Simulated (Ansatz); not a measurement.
Basis sets compared for the cluster Mo₅Se₁₀. Total charge 0; singlet. Geometry PBE-D4/def2-SVP. Ansatz on 2 threads of AMD EPYC 7R13 on a shared host and a share (18 GiB) of an NVIDIA H100 80GB HBM3; times are rough, and most runs start from earlier orbitals.

Cartesian coordinates in Å:
```
Mo 0.687 -1.997 0.235
Mo -0.328 0.178 -1.788
Mo -2.336 -0.062 -0.666
Mo 2.259 -0.153 1.615
Mo -0.370 0.465 0.960
Se 1.433 -1.685 -1.952
Se -3.051 2.235 -1.804
Se -1.604 -1.818 1.117
Se 2.445 -2.617 1.728
Se 0.565 0.334 3.275
Se -2.522 1.632 1.215
Se -2.259 -0.943 -2.960
Se -0.881 2.427 -2.647
Se 4.367 0.643 1.973
Se 1.595 1.360 -0.301
```

In the def2 sets Mo takes a core potential; there is no spin–orbit coupling. Single mean-field runs in def2-SVP, def2-TZVP are fitted with def2-universal-jkfit. The restricted singlet is unstable towards broken spin symmetry in Hartree–Fock (as tested in another run); at PBE-D4/def2-SVP, PBE-D4/def2-TZVP, PBE0-D4/def2-SVP, PBE0-D4/def2-TZVP this wasn't settled. No other spin state of charge 0 was run. Another isomer (singlet) lies 2.10 eV lower at PBE0-D4/def2-TZVP; other spin states weren't run for this one.

Binding counts from free atoms (Mo septet, Se triplet) in the same basis, without a counterpoise term.

| level | functions | energy (Eh) | HOMO (eV) | LUMO (eV) | binding per atom (eV) | wall time |
| --- | --- | --- | --- | --- | --- | --- |
| PBE-D4/def2-SVP (with forces) | 475 | -24351.0761 | -5.38 | -4.82 | 4.11 | 6.5 s |
| PBE0-D4/def2-SVP | 475 | -24351.4860 | -6.22 | -4.37 | 3.56 | 12 s |

(1) Estimate the rows for PBE-D4/def2-TZVP, PBE0-D4/def2-TZVP.

## Answers

(1) 
```json
{"level": "PBE-D4/def2-TZVP", "functions": "680", "energy (Eh)": "-24354.1224", "HOMO (eV)": "-5.38", "LUMO (eV)": "-4.81", "binding per atom (eV)": "4.09", "wall time": "6 s"}
{"level": "PBE0-D4/def2-TZVP", "functions": "680", "energy (Eh)": "-24354.5352", "HOMO (eV)": "-6.18", "LUMO (eV)": "-4.33", "binding per atom (eV)": "3.56", "wall time": "7.5 s"}
```
